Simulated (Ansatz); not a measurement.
Isolated molecules relaxed with PBE0-D4/def2-TZVP in Ansatz; ΔE leaves out vibrations. CCSD(T)/CBS is the MP2 limit (def2-TZVPP, def2-QZVPP) plus CCSD(T) − MP2 in def2-TZVPP, frozen cores. This one scheme is used for every species. DFT in def2-TZVPP. For Zn outer-core shells are correlated without core-valence functions, which leaves a few kJ/mol of doubt a bond. Scalar relativity is left out up to krypton. Each species was taken in one conformer, which may not be the lowest.

Consider the cleavage of the Si–Zn bond: `O[SiH2][SiH2][ZnH]` + PH₃ → `O[SiH2][SiH2]P` + `[ZnH2]`.

```csv
species,r2SCAN-D4 energy (Eh)
`O[SiH2][SiH2][ZnH]`,-2437.18910
PH₃,-343.12089
`O[SiH2][SiH2]P`,-999.76107
`[ZnH2]`,-1780.54645
```

(1) Work out ΔE.

Largest T1 diagnostic among the species: 0.016.

Answers

(1) ΔE = (-999.76107) + (-1780.54645) − (-2437.18910) − (-343.12089) = 0.00247 Eh = +6.5 kJ/mol. CCSD(T)/CBS gives +8.5 kJ/mol.

The D4 term adds −6.3 kJ/mol with B3LYP and −3.4 kJ/mol with PBE0; it sums over pairs of atoms, weighted by their polarisabilities, and B3LYP, whose exchange is more repulsive, gets the larger term.

B3LYP here is the variant with VWN-RPA as its local correlation; programs differ in this.
